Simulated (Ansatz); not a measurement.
Cost and result for the atomization energy of FH₇OSi₃, SMILES `O[SiH2][SiH2][SiH2]F` (12 atoms, 11 bonds).

```xyz
12

O     0.6097   -0.7045    1.9088
Si    1.3581    0.4446    0.9807
Si    0.4410    0.1605   -1.1527
Si   -1.8217   -0.3449   -0.8288
F    -2.6116   -0.3418   -2.2295
H     0.8576   -0.7694    2.8323
H     2.8399    0.2767    1.0012
H     1.0667    1.8174    1.4869
H     1.1201   -0.9423   -1.8869
H     0.5897    1.4204   -1.9333
H    -1.9873   -1.6899   -0.2234
H    -2.4622    0.6729    0.0447
```

The species carries charge 0 and has multiplicity 1. Geometry: relaxed with PBE0-D4/def2-TZVP. It is one conformer, not always the lowest. Program: Ansatz. All runs use 4 threads of an Arm Neoverse V2 on a shared host. Times are those of one run each, without the atoms' runs, and a repeat can differ threefold. Electronic energies, without spin–orbit coupling; frozen cores. CCSD(T)/CBS adds CCSD(T) − MP2 in def2-TZVPP to the MP2 limit, and its time is that of the two runs behind it. T1 = 0.013. B3LYP takes the VWN-RPA correlation (the form of Gaussian; ORCA's B3LYP/G).

CCSD(T)/CBS is a level of theory with its own doubt, some kJ/mol a heavy atom from the limit and from the frozen cores, so smaller differences don't rank the functionals.

```
                             level  functions  wall time  atomization (kcal/mol)  difference from CCSD(T)/CBS  per bond
   PBE-D4/def2-TZVPP (with forces)        286      2.8 s                   933.7                         -9.1      -0.8
                PBE0-D4/def2-TZVPP        286      3.6 s                   923.9                        -18.9      -1.7
r2SCAN-D4/def2-TZVPP (with forces)        286      5.5 s                   937.9                         -4.9      -0.4
 B3LYP-D4/def2-TZVPP (with forces)        286        6 s                   934.7                         -8.1      -0.7
                 B2PLYP/def2-TZVPP        286      6.5 s                   924.1                        -18.7      -1.7
                ωB97X-V/def2-TZVPP        286      9.5 s                   945.8                          3.0       0.3
  ωB97M-V/def2-TZVPP (with forces)        286       14 s                   937.7                         -5.1      -0.5
                    MP2/def2-QZVPP        534       25 s                   938.0                         -4.8      -0.4
                CCSD(T)/def2-TZVPP        286    3.9 min                   914.9                        -27.9      -2.5
                 CCSD(T)/CBS(def2)          –    4.3 min                   942.8                          0.0       0.0
```

The D4 term adds +10.7 kcal/mol with B3LYP and +5.7 kcal/mol with PBE0; it sums over pairs of atoms, weighted by their polarisabilities, and B3LYP, whose exchange is more repulsive, gets the larger term. In def2-TZVPP, CCSD(T) changes the Hartree–Fock value by +215.1 kcal/mol (the triples alone add +10.3 kcal/mol) and MP2 by +221.3 kcal/mol; breaking electron pairs costs correlation energy, which Hartree–Fock lacks. From PBE to PBE0 (25 % exact exchange), in def2-TZVPP and without D4, the atomization energy moves by −8.8 kcal/mol: exact exchange takes away binding that semilocal exchange gives to molecules.
